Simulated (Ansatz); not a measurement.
Species: H5NSi2, SMILES `N[SiH]=[SiH2]` (charge 0, multiplicity 1), formula H$_{5}$NSi$_{2}$.

How many basis functions does Ansatz (an electronic-structure program) with frozen-core CCSD(T)/cc-pVQZ // PBE0-D3(BJ)/def2-TZVP use, how many core orbitals are frozen, and how many electrons are correlated?

323 basis functions and 11 frozen orbitals, which leaves 18 correlated electrons. Core time is of the order of minutes.
